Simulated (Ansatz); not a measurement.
Ideal-gas functions of `[SiH3][SiH](Br)Br` at 800 K and 1 bar, from an Ansatz frequency run at PBE0-D4/def2-TZVP.

Molar mass 220.01 g/mol, point group Cs (symmetry number 1), electronic degeneracy 1, moments of inertia 307.224, 552.391, 816.88 u Å². Harmonic wavenumbers (cm⁻¹, unscaled): 82, 106, 107, 140, 339, 443, 472, 511, 523, 738, 752, 868, 930, 931, 2224, 2239, 2243, 2249.

Use S(trans) = R[1.5 ln M + 2.5 ln T − 1.1517]; rotational temperatures θ = 24.2544 K / I; S(rot) = R[ln(√π/σ · √(T³/θAθBθC)) + 1.5]; for each mode x = 1.438777 ν̃/T, S = R[x/(eˣ − 1) − ln(1 − e⁻ˣ)] and H = RT x/(eˣ − 1); 1 cm⁻¹ = 0.0119627 kJ/mol; R = 8.31446 J/(mol·K).

**Question.** By hand: the entropy, in J/(mol·K).

**Answer.** Translation 196.6. Rotation: θ = 0.0789, 0.0439, 0.0297 K, giving 138.8. Vibration, mode by mode: 24.24, 22.11, 22.03, 19.80, 12.56, 10.42, 9.92, 9.30, 9.12, 6.55, 6.41, 5.41, 4.94, 4.94, 0.77, 0.76, 0.75, 0.75, in all 170.8. Electronic 0.0. Sum 506.2 J/(mol·K).

**Question.** By hand: H − E and G − E in kJ/mol, counted from the electronic energy.

**Answer.** Zero-point energy ½ × 15897 × 0.0119627 = 95.1; thermal vibration 61.7; translation, rotation and pV give 4 RT = 26.6. H − E = 183.4 kJ/mol, and G − E = 183.4 − 800 × 506.2/1000 = -221.6 kJ/mol.

Vibration gives 34 % of the entropy, 88.2 J/(mol·K) of it from the modes under 150 cm⁻¹: soft modes count most, and the harmonic formula is weakest for them.
